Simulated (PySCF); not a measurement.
PySCF was given this input:
```python
from pyscf import gto, scf, dft

mol = gto.Mole()
mol.atom = '''
    N    -0.00000000   -0.00000000   -0.57776211
    N     0.00000000    0.00000000    0.57776211
'''
mol.basis = 'def2-svp'
mol.spin = 2
mol.verbose = 4
mol.build()

mf = dft.UKS(mol)
mf.xc = 'revpbe'
mf = mf.density_fit(auxbasis='def2-universal-jkfit')
mf.kernel()
```

What does this run give for the <S^2>, number of basis functions?


```
Quantity                   Value
-------------------------  -----
<S^2>                      2.003
number of basis functions     28
```

These values belong to the state on which the SCF converged, which isn't shown to be the lowest.
